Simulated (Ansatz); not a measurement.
Reaction (substitution at a C–C bond): propene + `[OH][SnH2][SH]` → `C[O][SnH2][SH]` + ethylene

Gas-phase electronic energies from Ansatz, PBE0-D4/def2-TZVP geometries. CCSD(T)/CBS is the MP2 limit (def2-TZVPP, def2-QZVPP) plus CCSD(T) − MP2 in def2-TZVPP, frozen cores. This one scheme is used for every species. DFT in def2-TZVPP. B3LYP here is the variant with VWN-RPA as its local correlation; programs differ in this. Elements past krypton have def2 core potentials. For Sn outer-core shells are correlated without core-valence functions, which leaves a few kJ/mol of doubt a bond. Each species was taken in one conformer, which may not be the lowest.

Problem. Is it downhill or uphill in electronic energy at CCSD(T)/CBS, and by how much? (An estimate is asked.)

Solution. Computed: Uphill: ΔE = +0.77 eV.

Problem. What do these levels give: B3LYP-D4, PBE, B3LYP, HF/def2-TZVPP, MP2/def2-TZVPP, MP2/def2-QZVPP? (Estimate.)

Solution. The calculation gave: B3LYP-D4 0.74, PBE 0.80, B3LYP 0.75, HF/def2-TZVPP 0.70, MP2/def2-TZVPP 0.83, MP2/def2-QZVPP 0.83 eV.

Largest T1 diagnostic among the species: 0.013.

In def2-TZVPP, CCSD(T) changes the Hartree–Fock value by +0.06 eV (the triples alone add +0.00 eV) and MP2 by +0.13 eV.
